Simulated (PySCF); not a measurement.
**Mg (magnesium, neutral) across methods**

[Ne] 3p2, high-spin 3P determinant (an excited configuration). All numbers are calculated (PySCF 2.14, scalar relativity by spin-free X2C-1e, in ANO-RCC-VTZP).

```csv
method,E (hartree),mean ε 2p α (eV),mean ε 2p β (eV),mean ε 3p α (eV),Σ⟨r²⟩ (bohr²),⟨S²⟩
TPSS,-200.1681,-50.393,-50.265,-3.015,41.00,2.000
LDA,-199.1955,-49.954,-49.809,-2.962,40.11,2.000
M06,-200.1331,-54.717,-54.592,-3.269,41.75,2.000
PBE0,-200.0413,-54.226,-54.048,-3.565,41.01,2.000
UHF,-199.68857,-65.994,-65.719,-4.812,43.34,2.000
LC-wPBE,-200.0524,-55.901,-55.780,-5.153,41.15,2.000
PBEsol,-199.5901,-49.837,-49.701,-2.971,40.62,2.000
PBE,-200.0294,-49.912,-49.769,-3.021,40.44,2.000
```

(1) Estimate the same row for r2SCAN.

## Answers

(1) E (hartree) = -200.1230; mean ε 2p α (eV) = -51.489; mean ε 2p β (eV) = -51.357; mean ε 3p α (eV) = -3.101; Σ⟨r²⟩ (bohr²) = 41.06; ⟨S²⟩ = 2.000.
